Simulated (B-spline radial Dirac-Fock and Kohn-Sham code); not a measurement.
**Os⁵⁺: non-radiative channels of the 2p3/2 vacancy**

System: the Os⁵⁺ ion in the configuration [Xe] 4f14 5d3.

Calculated with a radial finite-basis atomic code, using independent-particle rates on relativistic LDA orbitals of the hole state (multipoles up to L = 3, Coulomb Auger matrix elements, transition energies from Dirac-Fock). Kinetic energies are configuration averages from the vacuum level; the two-hole energies are estimated from single-hole states.

```tsv
transition	kinetic energy (eV)	width (meV)	share (%)
L3-M1M3	5218.8	109	3.0
L3-M2M3	5469.7	188	5.1
L3-M3M3	5804.9	233	6.4
L3-M3M4	6230.8	260	7.1
L3-M3M5	6306.7	363	9.9
L3-M4M5	6724.2	744	20.3
L3-M5M5	6797.6	481	13.1
L3-M4N5	8446.8	103	2.8
L3-M5N4	8502.8	126	3.4
L3-M5N5	8518.7	153	4.2
```

The listed channels hold 75 % of the non-radiative rate. Summed by principal shells, of 3.67 eV in all: LMM 69.8 %, LMN 25.6 %, LNN 2.2 %, LMO 2.0 %, LNO 0.4 %.
